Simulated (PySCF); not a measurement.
## Calculated NMR data

A single conformation, no relativistic terms, no solvent, rapidly exchanging positions averaged. Shieldings: GIAO PBE0/pcSseg-1; structure optimised with GFN2-xTB; PySCF.

Scale: $^{1}$H (σref 31.72), $^{13}$C (σref 186.93) vs TMS (reference shieldings calculated alike). Splittings of carbon signals by F and P are missing where no couplings were computed. Where no couplings were computed, multiplicities follow the n + 1 count of equivalent neighbours, and m marks all less simple cases (inequivalent or close neighbours, rings, F or P nearby). Shifts are as computed. Against solution values, carbons near 30 ppm lie about +3 ppm off and those near 130 ppm about +5 ppm; carbons on Cl a further +6 ppm. Of 1211 compounds with measured shifts, 218 miss one by over three times the rms of a fit or turn the order of signals round; such compounds aren't used in these exercises. Carbons bonded to Cl come out too deshielded.

Compound 1 (C$_{4}$H$_{5}$ClF$_{2}$). $^{1}$H NMR (600 MHz, computed): δ 5.29 (m, 1H), 5.19 (m, 1H), 4.38 (m, 1H), 2.78 (m, 1H), 2.40 (m, 1H). $^{13}$C{$^{1}$H} NMR (computed): δ 98.5 (CH), 86.5 (CH), 65.6 (CH), 37.3 (CH2). Structure: `[C@@H]1(F)C[C@@H](F)C1Cl`.

Compound 2 (C$_{5}$H$_{7}$ClF$_{2}$). $^{1}$H NMR (600 MHz, computed): δ 4.40 (m, 1H), 4.36 (m, 1H), 4.31 (m, 1H), 1.69 (d, 3H), 1.02 (m, 1H). $^{13}$C{$^{1}$H} NMR (computed): δ 74.2, 72.6, 55.5, 31.9, 28.2. Structure: `C[C@@H](Cl)[C@@H]1[C@H](F)[C@@H]1F`.
